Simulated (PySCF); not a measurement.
# Diatomics of Sn with the halogens

PBE0 with triple-zeta basis sets in PySCF, for the lowest determinant that a PBE0 search found; no spin–orbit coupling. De refers to high-spin ground-configuration atoms. A positive dipole means M(−)Sn(+).

```csv
M,basis,state (unpaired electrons),Re (Å),ωe (cm⁻¹),De (eV),μ (D)
F,def2-TZVPP,doublet (π ↑),1.947,581,4.86,2.69
Cl,def2-TZVPP,doublet (π ↑),2.368,350,3.95,2.61
Br,def2-TZVPP,doublet (π ↑),2.518,244,3.56,2.53
I,x2c-TZVPPall,doublet (π ↑),2.718,197,3.10,2.16
```

The shortest bond is that of SnF (1.947 Å), the longest that of SnI (2.718 Å). SnF is bound most strongly (4.86 eV) and SnI least (3.10 eV).

The rows differ in basis set, which adds steps of its own.

Down a group the atoms grow and get heavier, so bonds lengthen and wavenumbers fall; this series shows no clear exception.

These are scalar-relativistic numbers at best; spin–orbit coupling would shift them, the dissociation energy most. States were picked by a PBE0 search and need not be the measured ground states.
